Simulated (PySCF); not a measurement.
B(Me)2(iPr), SMILES CC(C)B(C)C (C₅H₁₃B), singlet (GFN2-xTB optimised geometry):

```
19

B     -0.079     0.743     0.000
C      1.496     0.743     0.000
H      1.883     0.242    -0.886
H      1.884     0.178     0.847
H      1.939     1.735     0.036
C     -0.858     2.114     0.000
H     -1.939     2.019     0.062
H     -0.632     2.668    -0.911
H     -0.531     2.754     0.819
C     -0.900    -0.623     0.035
C     -1.435    -0.829     1.465
C     -0.127    -1.871    -0.397
H     -1.779    -0.539    -0.617
H     -2.046    -1.729     1.516
H     -0.609    -0.938     2.165
H     -2.040     0.018     1.779
H      0.235    -1.764    -1.417
H     -0.764    -2.754    -0.352
H      0.729    -2.038     0.254
```

Calculation: PBE0/def2-SVP (PySCF).

Problem. What are the frontier orbital energies and the dipole moment?

Solution. HOMO-2 -9.25 eV, HOMO-1 -8.34 eV, HOMO -7.80 eV, LUMO -0.20 eV, LUMO+1 1.61 eV; dipole moment 0.14 D.

On the same geometry PySCF with PBE/def2-SVP gives HOMO-2 -7.81 eV, HOMO-1 -6.92 eV, HOMO -6.42 eV, LUMO -1.20 eV, LUMO+1 0.80 eV; dipole moment 0.15 D.

Meta-Löwdin charges at PBE0/def2-SVP: B1 0.27, C2 -0.43, H3 0.12, H4 0.12, H5 0.10, C6 -0.42, H7 0.10, H8 0.12, H9 0.12, C10 -0.15, C11 -0.29, C12 -0.29, H13 0.09, H14 0.10, H15 0.09, H16 0.10, H17 0.09, H18 0.09, H19 0.09.
